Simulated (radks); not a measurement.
Values are calculated unless marked as measured or tabulated.
Valence configurations of Fe I (all share [Ar]). Code: a radial shooting solver on a logarithmic mesh with Libxc functionals. Model: scalar-relativistic Kohn-Sham, LDA (Slater exchange, Perdew-Wang correlation), spin-unpolarised, spherical densities, finite nucleus; Fermi nuclear charge, rms radius 3.7377 fm. Energies are relative to 3d6 4s2; eigenvalues in eV.

3d6 4s2: E (eV) 0.000; e(3d) -7.753; e(4s) -5.482
3d6 4s1.5 4p0.5: E (eV) 2.055; e(3d) -8.625; e(4p) -1.880; e(4s) -6.055
3d8: E (eV) 0.438; e(3d) -1.859
3d6 4s1 4p1: E (eV) 4.176; e(3d) -9.424; e(4p) -2.250; e(4s) -6.560
3d7 4p1: E (eV) 2.791; e(3d) -5.705; e(4p) -1.853
3d7 4s1: E (eV) -0.836; e(3d) -4.062; e(4s) -4.469
3d4 4s2 4p2: E (eV) 23.500; e(3d) -21.672; e(4p) -3.889; e(4s) -9.614
3d6 4p2: E (eV) 8.610; e(3d) -10.860; e(4p) -2.871
3d5.5 4p2.5: E (eV) 13.217; e(3d) -13.851; e(4p) -3.374
3d5.5 4s2 4p0.5: E (eV) 3.773; e(3d) -10.953; e(4p) -2.127; e(4s) -6.606

NIST lists [Ar] 3d6 4s2 as the ground configuration; this level of theory puts 3d7 4s1 lower, by 0.836 eV. The energies are those of spherical spin-averaged densities, not of single terms.
